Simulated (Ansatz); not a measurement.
## From O to Te: the vertical ionisation energy

One atom is swapped for its congeners: OCS `O=C=S`; CS2 (carbon disulfide) `S=C=S`; CTeS `S=C=[Te]`. The Se member is missing. All are singlets with charge 0.

Shapes, held fixed at every level: PBE0-D4/def2-TZVP. Programs: Ansatz 0.2.0. Values in eV.

```csv
level,OCS,CS2,CTeS
PBE-D4/def2-TZVPP,11.22,10.02,8.91
r2SCAN-D4/def2-TZVPP,11.26,10.07,8.95
B3LYP-D4/def2-TZVPP,11.30,10.06,8.95
wB97M-V/def2-TZVPP,11.23,10.00,8.78
wB97X-V/def2-TZVPP,11.25,10.03,8.85
B2PLYP/def2-TZVPP,11.25,10.10,8.98
```

At B2PLYP/def2-TZVPP the vertical ionisation energy falls at every step, from 11.25 to 8.98 eV. Every level shows the same order. For atoms past krypton def2 sets carry core potentials with scalar relativity. Correlated rows may include outer-core shells of Te, which these sets cover unevenly. The lone pairs of the heavier congeners lie higher, so an electron comes off more easily. Spin-orbit coupling, which grows down the group, is left out.
